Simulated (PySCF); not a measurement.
WH5 at several levels of theory

All levels use the PBE0 minimum (doublet; W–H 1.670 Å, W–H 1.685 Å (×2), W–H 1.715 Å (×2); H–W–H 61.1° (×2), H–W–H 104.6° (×4), H–W–H 116.9°, H–W–H 121.5° (×2), H–W–H 122.3°), basis [W def2-TZVP with ECP60, H def2-TZVP], scalar-relativistic core potentials, density fitting, no spin–orbit coupling, PySCF. For vertical energies the ionised species is a singlet (spins chosen at PBE0 and kept) and the electron-attached one a triplet. Atomisation goes to high-spin ground-configuration atoms, without zero-point energy. Open shells are unrestricted, also as the reference of the correlated levels. A dash marks a value that was not computed or is not defined at that level.

```xyz
6
charge 0 multiplicity 2, angstrom
W    -0.0080    0.0000    0.0000
H     0.8061    0.0000    1.4753
H     0.8049    0.0000   -1.4759
H     1.6624    0.0000   -0.0007
H    -0.9052    1.4617    0.0004
H    -0.9052   -1.4617    0.0004
```

```json
{"level": "PBE0", "atomisation (kJ/mol)": "1396", "vertical IP (eV)": "8.74", "vertical EA (eV)": "0.64", "−ε(HOMO) (eV)": "6.59", "dipole (D)": "0.88"}
{"level": "HF", "atomisation (kJ/mol)": "904", "vertical IP (eV)": "8.37", "vertical EA (eV)": "0.29", "−ε(HOMO) (eV)": "10.75", "dipole (D)": "0.89"}
{"level": "MP2", "atomisation (kJ/mol)": "1302", "vertical IP (eV)": "8.47", "vertical EA (eV)": "0.53", "−ε(HOMO) (eV)": "–", "dipole (D)": "–"}
{"level": "PBE", "atomisation (kJ/mol)": "1439", "vertical IP (eV)": "8.61", "vertical EA (eV)": "0.53", "−ε(HOMO) (eV)": "5.09", "dipole (D)": "0.87"}
{"level": "CCSD(T)", "atomisation (kJ/mol)": "?", "vertical IP (eV)": "?", "vertical EA (eV)": "?", "−ε(HOMO) (eV)": "–", "dipole (D)": "–"}
{"level": "r2SCAN", "atomisation (kJ/mol)": "1426", "vertical IP (eV)": "8.78", "vertical EA (eV)": "0.61", "−ε(HOMO) (eV)": "5.62", "dipole (D)": "0.92"}
{"level": "B3LYP", "atomisation (kJ/mol)": "1439", "vertical IP (eV)": "8.71", "vertical EA (eV)": "0.62", "−ε(HOMO) (eV)": "6.26", "dipole (D)": "0.89"}
{"level": "TPSSh", "atomisation (kJ/mol)": "1494", "vertical IP (eV)": "8.72", "vertical EA (eV)": "0.55", "−ε(HOMO) (eV)": "5.86", "dipole (D)": "0.96"}
{"level": "wB97X", "atomisation (kJ/mol)": "1420", "vertical IP (eV)": "8.71", "vertical EA (eV)": "0.67", "−ε(HOMO) (eV)": "9.06", "dipole (D)": "0.89"}
{"level": "r2SCANh", "atomisation (kJ/mol)": "?", "vertical IP (eV)": "–", "vertical EA (eV)": "–", "−ε(HOMO) (eV)": "?", "dipole (D)": "?"}
```

Q: Fill in the row of CCSD(T).

A: atomisation (kJ/mol) 1352, vertical IP (eV) 8.45, vertical EA (eV) 0.49.

Q: Fill in the row of r2SCANh.

A: atomisation (kJ/mol) 1410, −ε(HOMO) (eV) 6.17, dipole (D) 0.91.

For WH₅ itself CCSD(T) correlates 19 electrons; T1 = 0.027, D1 = 0.085, (T) = -39 kJ/mol.

Without diffuse functions attachment energies tend to come out too low.

With open d or f shells other occupations or spin states may lie lower. No spin–orbit coupling is included, which matters more the heavier the element.
